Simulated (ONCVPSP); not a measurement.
**Reading a pseudo-wave (copper (Cu))**

Columns: radius, all-electron u(r) and pseudo u(r) of the 3p shell (level -72.14 eV) of copper in the configuration [Ne] 3s2 3p6 3d10 4s1; PBE, scalar-relativistic, ONCV scheme, ONCVPSP 4.0.1.

```
r (bohr)  all-electron  pseudo
   0.062       -0.4252  0.0340
   0.125       -0.6540  0.1335
   0.188       -0.4607  0.2854
   0.250       -0.0692  0.4679
   0.312        0.3488  0.6622
   0.375        0.7094  0.8505
   0.438        0.9735  1.0117
   0.500        1.1380  1.1306
   0.562        1.2225  1.2039
   0.625        1.2444  1.2308
   0.688        1.2201  1.2148
   0.750        1.1661  1.1662
   0.812        1.0937  1.0956
   0.875        1.0100  1.0114
   0.938        0.9223  0.9228
   1.000        0.8363  0.8363
   1.062        0.7533  0.7531
   1.125        0.6736  0.6735
   1.188        0.5997  0.5996
   1.250        0.5329  0.5328
   1.312        0.4722  0.4721
   1.375        0.4165  0.4164
   1.438        0.3667  0.3666
   1.500        0.3228  0.3227
   1.562        0.2838  0.2838
   1.625        0.2487  0.2486
```

**Question.** How many radial nodes do the two functions have?

**Answer.** The all-electron 3p function has n − l − 1 = 1; the pseudo-wave has 0, since the states of the same l below it are removed with the core.

**Question.** At about which radius was the pseudo-wave matched?

**Answer.** 1.10 bohr. The columns agree to 0.0005 from 0.94 bohr on; several derivatives are matched, so the curves merge somewhat inside the radius.

**Question.** Where does each function peak?

**Answer.** Outermost all-electron maximum near 0.62 bohr, pseudo maximum near 0.62 bohr (to the table’s step).

**Question.** Is the pseudo-wave norm-conserving?

**Answer.** Yes: the ONCV scheme keeps the norm inside the radius equal to the all-electron one, which fixes the energy derivative of the logarithmic derivative at the level.
